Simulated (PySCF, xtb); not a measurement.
diboron tetrachloride (B2Cl4), SMILES ClB(Cl)B(Cl)Cl. Other conformers were not sampled.

Harmonic wavenumbers (cm⁻¹) from GFN2-xTB (xtb) at its own minimum, in rising order: 11, 74, 77, 170, 276, 370, 430, 444, 691, 708, 709, 908.

What does B3LYP-D3(BJ)/def2-SVP (PySCF) give at its own minimum? (An estimate is asked for; the answer gives what the named calculation found.)

22, 91, 91, 172, 290, 403, 485, 485, 738, 930, 930, 1171. Paired by order, the mean absolute difference is 78 cm⁻¹ and the zero-point energies are 7.0 and 8.3 kcal/mol.
